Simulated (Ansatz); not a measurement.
Ansatz (an electronic-structure program) input:

Ansatz 0.2 input:
```yaml
crystal:
  periodic: [false, false, false]
  atoms:
    - {symbol: Ta, position_ang: [0.01867734, 0.00040845, 0.00123269]}
    - {symbol: H, position_ang: [-0.87375199, -0.63701980, 1.37772159]}
    - {symbol: H, position_ang: [-0.86491936, 1.41459146, 0.56409135]}
    - {symbol: H, position_ang: [-0.72092265, -1.44927207, -0.66875596]}
    - {symbol: H, position_ang: [-0.71209002, 0.60233918, -1.48238620]}
    - {symbol: H, position_ang: [1.80823832, 0.03954417, 0.11934263]}
basis:
  gaussian:
    orbitals: def2-TZVPD
hamiltonian:
  xc: {name: r2SCAN}
magnetization: {spin_polarized: true, initial_magnetization: 2}
```

Problem. Predict the final energy.

Solution. -59.80246 Eh (r2SCAN/def2-TZVPD). The basis has 88 functions.

This state (charge 0, triplet) is run at the relaxed geometry of the species with charge 0 and multiplicity 1, and is a spin state other than that species' own.
